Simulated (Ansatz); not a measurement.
C₄H₁₂BN, SMILES `BN(CC)CC`, 18 atoms. Charge 0, multiplicity 1. All runs use 4 threads of an Intel Xeon Platinum 8375C on a shared host. Correlated methods freeze the cores.

(1) Give the basis size and wall time and peak host memory of each of these runs in Ansatz. RHF-CCSD(T)/def2-SVP energy; RKS PBE0-D4/def2-TZVP relaxation (7 steps); direct RPA on PBE orbitals/def2-TZVPP energy; RHF-MP2/def2-TZVPP energy; RKS ωB97M-V/def2-QZVPP energy; RKS ωB97M-V/def2-SVP energy; RKS ωB97M-V/def2-TZVPP energy and forces; RKS SPW92 (LDA)/def2-TZVPP energy; RKS HSE06 (plane-wave form)-D4/def2-TZVPP energy; RKS LC-ωPBE/def2-TZVPP energy; RKS PBE0-D4/def2-SVP energy; RKS PBE0-D4/def2-QZVPP energy. (Estimate.)

## Answers

(1) The calculation gave: Other jobs shared the machine, so times are rough.

| level | job | functions | wall time | peak host memory (GiB) |
| --- | --- | --- | --- | --- |
| RKS PBE0-D4/def2-SVP | energy | 144 | 1.4 s | 0.7 |
| RKS SPW92 (LDA)/def2-TZVPP | energy | 354 | 1.8 s | 0.57 |
| RKS LC-ωPBE/def2-TZVPP | energy | 354 | 3.8 s | 0.88 |
| RKS HSE06 (plane-wave form)-D4/def2-TZVPP | energy | 354 | 4.3 s | 1.1 |
| RKS ωB97M-V/def2-SVP | energy | 144 | 4.3 s | 0.7 |
| RHF-MP2/def2-TZVPP | energy | 354 | 6 s | 1.3 |
| direct RPA on PBE orbitals/def2-TZVPP | energy | 354 | 8.5 s | 1.4 |
| RKS PBE0-D4/def2-QZVPP | energy | 702 | 13 s | 3.1 |
| RHF-CCSD(T)/def2-SVP | energy | 144 | 14 s | 1.3 |
| RKS ωB97M-V/def2-TZVPP | energy and forces | 354 | 14 s | 1.8 |
| RKS ωB97M-V/def2-QZVPP | energy | 702 | 24 s | 3.9 |
| RKS PBE0-D4/def2-TZVP | relaxation (7 steps) | 258 | 31 s | 0.87 |

LC-ωPBE has ω = 0.4 bohr⁻¹.
